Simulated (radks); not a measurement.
The holmium ion Ho2+, configuration [Kr] 4d10 4f11 5s2 5p5.75 5f0.25 (fractional occupations, a model configuration). Calculated with a radial shooting solver on a logarithmic mesh with Libxc functionals: scalar-relativistic Kohn-Sham, exchange-only B88, spin-polarised, spherical densities, finite nucleus; open shells are filled with parallel spins first (spin-orbit coupling, left out, can overturn this in heavy ions); Fermi nuclear charge, rms radius 5.2022 fm. Some entries of the table are withheld. Estimate them.

orbital  occ.  eigenvalue (eV)  <r> (bohr)  r(max) (bohr)
1s up       1        -55509.37     0.02074        0.01312
1s down     1        -55509.35     0.02074        0.01312
2s up       1        -9297.901     0.08810        0.07462
2s down     1        -9297.863     0.08810        0.07462
2p up       3        -8240.258     0.07806        0.06060
2p down     3        -8240.222     0.07806        0.06060
3s up       1        -2088.622      0.2299         0.2113
3s down     1        -2087.344      0.2298         0.2112
3p up       3        -1765.343      0.2289         0.2077
3p down     3        -1764.067      0.2288         0.2077
3d up       5        -1354.661      0.2079         0.1696
3d down     5        -1353.683      0.2078         0.1695
4s up       1        -425.6982      0.5189         0.4837
4s down     1        -422.8565      0.5189         0.4837
4p up       3        -319.3034      0.5502         0.5054
4p down     3        -316.4938      0.5503         0.5054
4d up       5        -175.5427      0.5966            (1)
4d down     5        -172.7657      0.5970            (2)
5s up       1              (3)       1.269          1.132
5s down     1              (4)       1.278          1.137
5p up       3         -41.6654         (5)          1.293
5p down  2.75         -40.3876         (6)          1.302
4f up       7         -19.4789      0.8291         0.5232
4f down     4         -16.9878      0.8538         0.5244
5f up    0.25          -4.9576       7.021          6.329

Answer. 
(1) 4d up r(max) (bohr): 0.5229
(2) 4d down r(max) (bohr): 0.5228
(3) 5s up eigenvalue (eV): -66.5123
(4) 5s down eigenvalue (eV): -64.8521
(5) 5p up <r> (bohr): 1.497
(6) 5p down <r> (bohr): 1.514
